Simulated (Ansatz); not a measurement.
## Reading a saddle point

A first-order saddle point of SiNH6ClO, singlet, PBE0-D4/def2-TZVP, with one imaginary mode of 1155i cm⁻¹:

Si1  (-0.600, 0.198, -0.516)
N2  (0.031, -0.811, 0.929)
H3  (-0.580, -0.537, -1.801)
H4  (-2.051, 0.129, -0.137)
Cl5  (-0.579, 2.305, -0.479)
H6  (1.112, -0.337, 0.449)
O7  (1.354, 0.256, -0.583)
H8  (-0.326, -0.524, 1.832)
H9  (-0.108, -1.810, 0.831)
H10  (1.746, 1.131, -0.527)
(Å)

Ansatz 0.2.0; basis: def2-TZVPP and def2-QZVPP; cores frozen in the correlated methods. Extrapolation: Hartree–Fock as exp(−7.88 √X), correlation as X^−2.97.

Which contacts change along the imaginary mode, and what lies on either side? (Judge from chemistry; the calculation decides.)

Computed: The step is SiNH₄Cl ([NH2][SiH2][Cl]) + H₂O → SiH₃ClO ([OH][SiH2][Cl]) + NH₃ (still joined by a long Si–N bond), with the molecules in contact on both sides. Shortening one way: Si1–O7, N2–H6; lengthening the same way: Si1–N2, H6–O7.
```tsv
pair	one side (Å)	saddle (Å)	other side (Å)
Si1–O7	3.37	1.96	1.66
N2–H6	3.10	1.27	1.01
Si1–N2	1.69	1.87	2.16
H6–O7	0.96	1.21	2.62
```

Which side is lower, and how far does the saddle lie above each? (Judge from chemistry; the value comes from the calculation.)

By the calculation: The side with Si1–O7, N2–H6 short is lower by 0.489 eV; the saddle lies 1.726 eV above it and 1.237 eV above the other (CCSD(T) at an estimated basis limit (MP2 extrapolated from triple and quadruple zeta, plus CCSD(T) − MP2 in triple zeta); electronic energies).

The T1 diagnostic stays at or below 0.011.

The step is the kind of ligand exchange by which a precursor binds to a hydroxyl group, or is hydrolysed, in atomic layer deposition of oxides.

Labels in which every atom is bracketed show which atoms are joined, not bond orders.

For scale, one of the runs: CCSD(T)/def2-TZVPP, 230 basis functions, launched by `ansatz run in.yaml --threads 4 --pin off --events-out ev --progress --plain --max-ram 9574MiB`. Time: 25 s of wall clock on 4 CPU threads of an AMD EPYC 9R45; the host was shared. Peak host memory: 3.9 GiB.
